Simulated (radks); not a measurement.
Task: The strontium ion Sr4+, configuration [Ar] 3d10 4s2 4p4 (the NIST ground configuration). Calculated with a radial shooting solver on a logarithmic mesh with Libxc functionals: Dirac Kohn-Sham, Slater X-alpha with alpha = 0.55, spin-unpolarised, spherical densities, finite nucleus; open shells fill j = l - 1/2 first; Fermi nuclear charge, rms radius 4.224 fm.

Spin-orbit splittings of the eigenvalues, e(l+1/2) - e(l-1/2), with zeta = 2 splitting/(2l+1) and mean radii in bohr:

shell  occ.  splitting (eV)  zeta (eV)  <r> j=l-1/2  <r> j=l+1/2
2p        6           67.70      45.13       0.1480       0.1522
3p        6           10.37      6.910       0.4944       0.5050
3d       10               ?          ?       0.4998       0.5035
4p        4           1.367     0.9110        1.451        1.477

Estimate the 3d splitting.

Result: 1.797 eV (zeta = 0.7186 eV).
